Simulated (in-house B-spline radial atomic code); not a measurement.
## Ionising Ru III (Ru2+) with different functionals

Computed with an all-electron radial atomic-structure program (B-spline basis): non-relativistic Hamiltonian, point nucleus, spin-polarised at highest spin, spherical fractional occupations for the functionals, and exact exchange of hybrids averaged over the configuration. The ionisation energy is the difference of two self-consistent energies, [Kr] 4d6 → [Kr] 4d5, without Breit or QED terms; ε is the level of the shell that loses the electron (its least bound occupied spin orbital). There is no spin-orbit coupling in this Hamiltonian.

| method | rung | ΔSCF (eV) | -ε(4d) (eV) |
| --- | --- | --- | --- |
| PBE0 | global hybrid | 28.67 | 24.36 |
| B3LYP | global hybrid | 29.00 | 24.25 |
| TPSSh | global hybrid | 28.58 | 23.14 |
| M06-2X | global hybrid | 29.52 | 27.00 |
| BHandHLYP | global hybrid | 28.62 | 26.08 |
| r2SCAN0 | global hybrid | 28.08 | 23.95 |
| B97-1 | global hybrid | 29.02 | 24.32 |
| HSE06 | range-separated hybrid | 28.65 | 23.93 |
| wB97X | range-separated hybrid | 28.82 | 27.15 |
| CAM-B3LYP | range-separated hybrid | 28.98 | 26.09 |
| LC-wPBE | range-separated hybrid | 28.72 | 27.34 |

Problem. Among the functionals, which spreads more, the ΔSCF values or the orbital energies?

Solution. The orbital energies: ΔSCF values span about 1.44 eV and the orbital energies 4.20 eV.

Problem. How do they compare with the NIST value?

Solution. NIST lists 28.470 eV (semi-empirical, ground level to ground level). Errors run from -0.39 to +1.05 eV; TPSSh is closest (+0.11 eV), but part of that can be cancellation, since the calculations leave out relativity, Breit-QED terms, multiplet and fine-structure energies.
